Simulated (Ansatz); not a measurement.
Ideal-gas functions of `F[SiH2]NP` at 500 K and 1 bar, from an Ansatz frequency run at PBE0-D4/def2-TZVP.

Molar mass 97.1 g/mol, point group C1 (symmetry number 1), electronic degeneracy 1, moments of inertia 46.21, 232.963, 255.757 u Å². Harmonic wavenumbers (cm⁻¹, unscaled): 69, 131, 200, 327, 390, 597, 724, 785, 865, 926, 931, 943, 945, 985, 1148, 1280, 2254, 2268, 2371, 2383, 3633.

Use S(trans) = R[1.5 ln M + 2.5 ln T − 1.1517]; rotational temperatures θ = 24.2544 K / I; S(rot) = R[ln(√π/σ · √(T³/θAθBθC)) + 1.5]; for each mode x = 1.438777 ν̃/T, S = R[x/(eˣ − 1) − ln(1 − e⁻ˣ)] and H = RT x/(eˣ − 1); 1 cm⁻¹ = 0.0119627 kJ/mol; R = 8.31446 J/(mol·K).

**Question.** By hand: the entropy, in J/(mol·K).

**Answer.** Translation 176.7. Rotation: θ = 0.5249, 0.1041, 0.0948 K, giving 116.6. Vibration, mode by mode: 21.77, 16.48, 13.02, 9.12, 7.78, 4.77, 3.57, 3.11, 2.59, 2.26, 2.23, 2.17, 2.16, 1.97, 1.36, 1.00, 0.10, 0.09, 0.07, 0.07, 0.00, in all 95.7. Electronic 0.0. Sum 389.0 J/(mol·K).

**Question.** By hand: H − E and G − E in kJ/mol, counted from the electronic energy.

**Answer.** Zero-point energy ½ × 24155 × 0.0119627 = 144.5; thermal vibration 24.9; translation, rotation and pV give 4 RT = 16.6. H − E = 186.0 kJ/mol, and G − E = 186.0 − 500 × 389.0/1000 = -8.5 kJ/mol.

Vibration gives 25 % of the entropy, 38.2 J/(mol·K) of it from the modes under 150 cm⁻¹: soft modes count most, and the harmonic formula is weakest for them. The sum counts one conformer and one mirror image; others add a mixing term.
